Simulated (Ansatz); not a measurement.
`C=[CH][AlH][CH3]` + `C=C[SiH](C)O[SiH3]` → `C=[CH][Al]([CH3])[SiH3]` + `C=C[SiH](C)O`  (redistribution)

Calculated with Ansatz (gas phase, PBE0-D4/def2-TZVP geometries, no zero-point term in ΔE). CCSD(T)/CBS is the MP2 limit (def2-TZVPP, def2-QZVPP) plus CCSD(T) − MP2 in def2-TZVPP, frozen cores. DFT in def2-TZVPP. Each species was taken in one conformer, which may not be the lowest.

`C=[CH][AlH][CH3]`:

Cartesian coordinates in Å:
```
C -1.623 -0.856 -0.585
C -1.284 -0.515 0.661
Al 0.419 0.349 1.029
C 1.627 0.707 -0.465
H -0.966 -0.665 -1.432
H -2.566 -1.342 -0.833
H -2.010 -0.749 1.442
H 0.798 0.747 2.523
H 1.149 1.340 -1.220
H 2.545 1.206 -0.148
H 1.912 -0.221 -0.973
```

`C=C[SiH](C)O[SiH3]`:

```xyz
16

C    -0.518    0.243   -2.262
C    -0.457   -0.837   -1.488
Si    0.013   -0.786    0.308
C    -1.383   -1.356    1.394
O     0.403    0.757    0.712
Si    1.611    1.853    0.759
H    -0.290    1.233   -1.876
H    -0.799    0.192   -3.311
H    -0.699   -1.801   -1.936
H     1.206   -1.655    0.524
H    -2.254   -0.709    1.272
H    -1.679   -2.377    1.135
H    -1.088   -1.346    2.446
H     2.934    1.181    0.654
H     1.465    2.810   -0.370
H     1.537    2.598    2.040
```

`C=[CH][Al]([CH3])[SiH3]`:

Cartesian coordinates in Å:
```
C -2.108 0.998 -0.882
C -0.796 1.119 -1.106
Al 0.486 0.060 -0.098
C 2.405 0.234 -0.423
Si -0.459 -1.482 1.577
H -2.859 1.572 -1.423
H -2.502 0.311 -0.135
H -0.500 1.835 -1.874
H 2.642 -0.008 -1.465
H 3.014 -0.409 0.216
H 2.730 1.268 -0.265
H 0.587 -2.259 2.303
H -1.385 -2.479 0.960
H -1.256 -0.760 2.614
```

`C=C[SiH](C)O`:

```xyz
13

C    -1.060   -1.032    1.707
C    -0.342   -1.122    0.590
Si    0.748    0.253   -0.033
C     0.405    0.549   -1.843
O     0.526    1.616    0.874
H    -1.700   -1.837    2.057
H    -1.028   -0.142    2.330
H    -0.408   -2.046    0.015
H     2.180   -0.096    0.157
H     0.605   -0.358   -2.423
H     1.041    1.346   -2.236
H    -0.639    0.826   -2.012
H    -0.329    2.043    0.819
```

| level | ΔE (eV) |
| --- | --- |
| PBE-D4 | 0.75 |
| B2PLYP | 1.07 |
| HF/def2-TZVPP | 1.31 |
| MP2/CBS(def2) | 1.12 |

Problem. What does CCSD(T)/CBS give? (An estimate is asked.)

Solution. Computed: +1.03 eV. The listed levels differ from it by -0.28, 0.04, 0.28, 0.09 eV.

Largest T1 diagnostic among the species: 0.012.

In def2-TZVPP, CCSD(T) changes the Hartree–Fock value by −0.30 eV (the triples alone add −0.04 eV) and MP2 by −0.21 eV. The D4 term adds +0.04 eV with B3LYP and +0.02 eV with PBE0; it sums over pairs of atoms, weighted by their polarisabilities, and B3LYP, whose exchange is more repulsive, gets the larger term. From PBE to PBE0 (25 % exact exchange), in def2-TZVPP and without D4, ΔE moves by +0.10 eV.

B3LYP here is the variant with VWN-RPA as its local correlation; programs differ in this.
